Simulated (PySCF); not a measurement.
Correlation energy of Rh²⁺ (rhodium, charge +2)

[Kr] 4d6 5s1, high-spin 6D determinant (an excited configuration). Computed with PySCF 2.14 in aug-cc-pVTZ-PP with ECP28MDF (6s6p5d3f2g, 88 functions), with a scalar-relativistic core potential. Frozen: 4s2 4p6; 7 electrons correlated.

| level | correlation energy (mhartree) |
| --- | --- |
| CCSD | -142.38 |
| (T) | -3.15 |
| CCSD(T) | -145.53 |

Diagnostics: T1 = 0.0055, D1 = 0.0196, largest double amplitude 0.023.

Cost of the coupled-cluster step: roughly 30 core-seconds, for 7 correlated electrons.
